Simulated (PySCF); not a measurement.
**Exercise with solution: entropy of an ideal gas**

Si(H)(OH) (H₂OSi), SMILES O[SiH] (connectivity only; charge and spin as stated), neutral, multiplicity 1.

The structure is a stationary point at PBE0-D3(BJ)/def2-TZVP.

PBE0-D3(BJ)/def2-TZVP run with PySCF gives the harmonic wavenumbers 637, 742, 870, 963, 1924, 3885 cm⁻¹ and the rotational temperatures 8.1938, 0.7875, 0.7184 K. The molar mass is 46.10 g/mol, the symmetry number 1, the spin multiplicity 1.

Problem. Work out the entropy at 298.15 K and 1 atm in the rigid-rotor, harmonic-oscillator model.

Solution. 
Translation (Sackur–Tetrode at 1 atm): S = R[1.5 ln M + 2.5 ln T − 1.16487] = 156.5 J/(mol K).
Rotation: q = (√π/σ) T^1.5/√(θA θB θC) = 4240, S = R[ln q + 3/2] = 81.9 J/(mol K).
Vibration: with u = 1.4388 ν/T, each mode gives R[u/(e^u − 1) − ln(1 − e^−u)]:
| ν (cm⁻¹) | modes | u | S (J/(mol K)) |
|---|---|---|---|
| 637 | 1 | 3.07 | 1.63 |
| 742 | 1 | 3.58 | 1.09 |
| 870 | 1 | 4.20 | 0.66 |
| 963 | 1 | 4.65 | 0.45 |
| 1924 | 1 | 9.28 | 0.01 |
The stiffer modes add less than 0.005 each. Sum 3.8 J/(mol K).
Spin: R ln 1 = 0.0 J/(mol K).
Total 242.3 J/(mol K); the program's own thermochemistry gives 242.3. Translation makes up 65 % and vibration 2 %. Anharmonicity, hindered rotation and orbital degeneracy are left out.
